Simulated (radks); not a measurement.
Problem. All-electron atom: Pm3+ in [Xe] 4f4. Method: scalar-relativistic Kohn-Sham, PBE, spin-polarised, spherical densities, point nucleus; open shells are filled with parallel spins first (spin-orbit coupling, left out, can overturn this in heavy ions); computed with a radial shooting solver on a logarithmic mesh with Libxc functionals. Some entries of the table are withheld. Estimate them.

orbital,occ.,eigenvalue (eV),<r^2> (bohr^2)
1s down,1,-45054.66,0.0007316
1s up,1,-45054.66,0.0007316
2s up,1,-7351.032,0.01156
2s down,1,-7351.017,0.01156
2p up,3,-6567.504,0.009262
2p down,3,-6567.494,0.009262
3s up,1,-1628.304,0.07758
3s down,1,-1627.016,0.07749
3p up,3,-1382.323,0.07766
3p down,3,-1381.041,0.07756
3d up,5,-1045.164,0.06574
3d down,5,-1044.176,0.06561
4s up,1,-349.9266,0.3955
4s down,1,-346.6025,0.3953
4p up,3,-269.0847,0.4462
4p down,3,-265.7569,0.4461
4d up,5,-154.8775,(1)
4d down,5,-151.5561,(2)
5s up,1,-70.0483,2.196
5s down,1,-68.1922,2.243
5p up,3,-49.6281,2.901
5p down,3,-48.2319,2.980
4f up,4,-32.8305,1.102
4f down,0,-29.8660,1.183

Solution. 
(1) 4d up <r^2> (bohr^2): 0.5437
(2) 4d down <r^2> (bohr^2): 0.5446
